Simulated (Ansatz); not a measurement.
Program: Ansatz 0.2.0.

FH3O2SSi, SMILES `O[Si](O)(F)S` at its PBE0-D4/def2-TZVP geometry, where that method's forces vanish. The species carries charge 0 and has multiplicity 1.

```csv
atom,x (Å),y (Å),z (Å)
O1,0.123,-0.507,-1.564
Si2,0.024,-0.096,0.006
O3,1.524,0.001,0.605
F4,-0.793,-1.212,0.798
S5,-0.990,1.740,0.228
H6,-0.692,-0.679,-2.039
H7,2.117,-0.738,0.457
H8,-1.314,1.491,1.509
```

Problem. For each bond, give half the difference of the two atoms' forces along it (eV/Å; positive pushes the atoms apart) under PBE-D4, r2SCAN-D4, B3LYP-D4, ωB97M-V in def2-TZVPP. (Best estimate.)

Solution. The calculation gave: 
```json
{"bond": "O1–Si2", "length (Å)": "1.625", "PBE-D4": "0.24", "r2SCAN-D4": "0.03", "B3LYP-D4": "0.07", "ωB97M-V": "0.08"}
{"bond": "O1–H6", "length (Å)": "0.959", "PBE-D4": "0.30", "r2SCAN-D4": "0.01", "B3LYP-D4": "-0.03", "ωB97M-V": "-0.07"}
{"bond": "Si2–O3", "length (Å)": "1.618", "PBE-D4": "0.25", "r2SCAN-D4": "0.04", "B3LYP-D4": "0.07", "ωB97M-V": "0.08"}
{"bond": "Si2–F4", "length (Å)": "1.594", "PBE-D4": "0.42", "r2SCAN-D4": "0.03", "B3LYP-D4": "0.14", "ωB97M-V": "0.10"}
{"bond": "Si2–S5", "length (Å)": "2.109", "PBE-D4": "-0.02", "r2SCAN-D4": "0.02", "B3LYP-D4": "0.06", "ωB97M-V": "-0.05"}
{"bond": "O3–H7", "length (Å)": "0.959", "PBE-D4": "0.31", "r2SCAN-D4": "0.01", "B3LYP-D4": "-0.02", "ωB97M-V": "-0.07"}
{"bond": "S5–H8", "length (Å)": "1.344", "PBE-D4": "0.25", "r2SCAN-D4": "0.01", "B3LYP-D4": "-0.02", "ωB97M-V": "-0.09"}
```

B3LYP here is the variant with VWN-RPA as its local correlation; programs differ in this.
